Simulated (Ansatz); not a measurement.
Two isomers of CH6FNOSi: A = `NC(F)[SiH2]O`, B = `NC(F)O[SiH3]`.

Isolated molecules relaxed with PBE0-D4/def2-TZVP in Ansatz; ΔE leaves out vibrations. CCSD(T)/CBS adds triple-zeta CCSD(T) − MP2 to the extrapolated MP2 energy (def2 sets, frozen cores). DFT in def2-TZVPP. B3LYP here is the variant with VWN-RPA as its local correlation; programs differ in this. One conformer a species, not always the lowest.

Problem. Which is lower in electronic energy at CCSD(T)/CBS, and by how much? (Best estimate.)

Solution. The calculation gave: A, by 3.9 kcal/mol.

Problem. Give E(B) − E(A) in kcal/mol with B2PLYP, B3LYP, CCSD/def2-TZVPP, PBE0-D4, CCSD(T)/def2-TZVPP, PBE-D4, HF/def2-TZVPP. (Estimate.)

Solution. The calculation gave: B2PLYP 3.0, B3LYP 3.2, CCSD/def2-TZVPP 2.1, PBE0-D4 3.4, CCSD(T)/def2-TZVPP 2.3, PBE-D4 4.5, HF/def2-TZVPP -1.2. The order is the other way round with HF/def2-TZVPP.

Largest T1 diagnostic: 0.012.

From PBE to PBE0 (25 % exact exchange), in def2-TZVPP and without D4, E(B) − E(A) moves by −1.0 kcal/mol. In def2-TZVPP, CCSD(T) changes the Hartree–Fock value by +3.5 kcal/mol (the triples alone add +0.2 kcal/mol) and MP2 by +4.4 kcal/mol.
